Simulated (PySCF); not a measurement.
# Correlation energy of Al⁺ (aluminium, charge +1)

[Ne] 3s2, closed-shell 1S. Calculation: PySCF 2.14, in x2c-TZVPall (5s5p2d1f, 37 functions); the spin-free X2C one-electron Hamiltonian (Gaussian nucleus). Frozen: [Ne]; 2 electrons correlated.

Total MP2 correlation energy: -27.12 mhartree.

Same-spin part 0.00 and opposite-spin part -27.12 mhartree; SCS-MP2 scales them by 1/3 and 6/5 to -32.54 mhartree.

With two correlated electrons CCSD is exact within the correlated space (frozen core and kept virtual orbitals).

```
level  correlation energy (mhartree)
 CCSD                         -39.10
```

Diagnostics: T1 = 0.0081, D1 = 0.0115, largest double amplitude 0.111.

Cost of the coupled-cluster step: 0.11 s of wall time on 1 thread of Neoverse-V1 (shared host), for 2 correlated electrons.
